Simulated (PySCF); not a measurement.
**Electron correlation in C (carbon, neutral)**

[He] 2s2 2p2, high-spin 3P determinant. Computed with PySCF 2.14 in def2-TZVP (5s3p2d1f, 31 functions), with the non-relativistic Hamiltonian (point nucleus). Frozen: 1s2; 4 electrons correlated.

MP2 pair energies summed by pair of shells (mhartree):

```json
{"pair": "2s-2p", "energy": "-40.41", "share (%)": "61.1"}
{"pair": "2s-2s", "energy": "-18.52", "share (%)": "28.0"}
{"pair": "2p-2p", "energy": "-7.19", "share (%)": "10.9"}
```

Total MP2 correlation energy: -66.11 mhartree.

Same-spin part -12.42 and opposite-spin part -53.69 mhartree; SCS-MP2 scales them by 1/3 and 6/5 to -68.57 mhartree.

```
  level  correlation energy (mhartree)
   CCSD                         -86.52
    (T)                          -2.03
CCSD(T)                         -88.55
```

Diagnostics: T1 = 0.0089, D1 = 0.0172, largest double amplitude 0.105.

Problem. Is a single reference adequate?

Solution. Mostly. T1 lies below 0.03, but a double amplitude of this size points to a near-degeneracy that CCSD handles and MP2 describes poorly.
